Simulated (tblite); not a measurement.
Species: C4H9AsO.
Numbering: `[OH:1][C@@H:2]1[CH2:3][CH2:4][AsH:5][CH2:6]1` (hydrogens: H7 on O1; H8 on C2; H9, H10 on C3; H11, H12 on C4; H13 on As5; H14, H15 on C6)

Structure used (GFN2-xTB), in Å, numbered top down from 1:
```
atom  x, y, z in Å
O1     0.694    0.476   -1.522
C2     0.863    0.484   -0.120
C3     0.572   -0.890    0.483
C4    -0.899   -1.218    0.231
As5   -1.904    0.510    0.224
C6    -0.172    1.443    0.443
H7     1.282   -0.183   -1.904
H8     1.891    0.805    0.129
H9     1.232   -1.651    0.054
H10    0.774   -0.840    1.556
H11   -1.280   -1.895    1.000
H12   -1.029   -1.712   -0.734
H13   -1.908    0.653   -1.272
H14   -0.148    2.393   -0.091
H15    0.028    1.632    1.501
```

Level: GFN2-xTB in tblite, geometry and Hessian alike; calculated harmonic values, unscaled, isolated species. Errors from tens to a few hundred cm⁻¹ against measured bands are possible. Modes of hydrogen on arsenic can be 10 to 20 % off. One conformer, not necessarily the lowest.

Harmonic wavenumbers (cm⁻¹): 114.9, 166.1, 317.3, 323.7, 376.0, 426.3, 528.8, 600.7, 653.1, 671.8, 733.2, 828.1, 853.4, 886.5, 930.3, 992.5, 1023.7, 1068.9, 1093.2, 1131.0, 1167.6, 1188.6, 1238.1, 1242.2, 1294.4, 1322.6, 1342.0, 1434.7, 1458.8, 1488.7, 1931.6, 2812.1, 2936.9, 2940.5, 2943.2, 2968.1, 2969.0, 2985.6, 3559.4.

A = 3922, B = 1903, C = 1635 MHz; mass 147.987 u (most abundant isotopes); point group C1, symmetry number 1.

Problem. Zero-point energy?

Solution. Half the sum of the wavenumbers: 26472 cm⁻¹ = 75.69 kcal/mol.

Problem. What is S at 298.15 K and 1 bar for an ideal gas of classical rigid rotors and harmonic oscillators?

Solution. Translation 40.91, rotation 27.67, vibration 13.50: S = 82.1 cal/(mol K).

Problem. And Cp and H(298.15 K) − H(0)?

Solution. Cp = 27.99 cal/(mol K), of which vibrations give 20.04 (their classical limit is 39 R = 77.5); H(298.15 K) − H(0) = 4.85 kcal/mol without the zero-point energy, 2.48 from vibrations.

Problem. How do the functions run with temperature in this model?

Solution. 
```
T (K)  S (cal/(mol K))  Cp (cal/(mol K))  H − H(0) (kcal/mol)  G − H(0) (kcal/mol)  ln q(vib)
  100             62.1              12.2                 0.95                -5.26       0.34
  200             72.7              19.6                 2.52               -12.02       1.33
  300             82.3              28.2                 4.90               -19.77       2.63
  500            100.4              43.6                12.16               -38.06       5.73
  800            124.4              58.0                27.60               -71.90      10.77
 1000            138.0              64.1                39.84               -98.16      14.05
```

q(vib) and H(0) count from the zero-point level.

Problem. Which modes carry the vibrational entropy at 298.15 K?

Solution. 114.9 cm⁻¹: 3.18; 166.1 cm⁻¹: 2.48; 317.3 cm⁻¹: 1.32; 323.7 cm⁻¹: 1.29; 376.0 cm⁻¹: 1.06; 426.3 cm⁻¹: 0.87 cal/(mol K); the other 33 give 3.29 together.

Problem. Blend soft modes into free rotors: weight 1/[1 + (100 cm⁻¹/ν̃)⁴] for the oscillator and the rest for a rotor with moment μB/(μ + B), μ = h/(8π²ν), B = 10⁻⁴⁴ kg m². What vibrational entropy results?

Solution. 13.33 cal/(mol K) in place of 13.50, which changes −T·S at 298.15 K by +0.05 kcal/mol.

Problem. What must be added to the electronic energy to get the Gibbs energy at 298.15 K and 1 bar?

Solution. ZPE + [H(298.15 K) − H(0)] − T·S = 75.69 + 4.85 − 24.47 = 56.07 kcal/mol.

Hindered rotation and anharmonicity are outside this model. Other conformers, if any are populated, would add a mixing term that is left out. The structure is chiral; the term R ln 2 for an equal mix with its mirror image is left out.
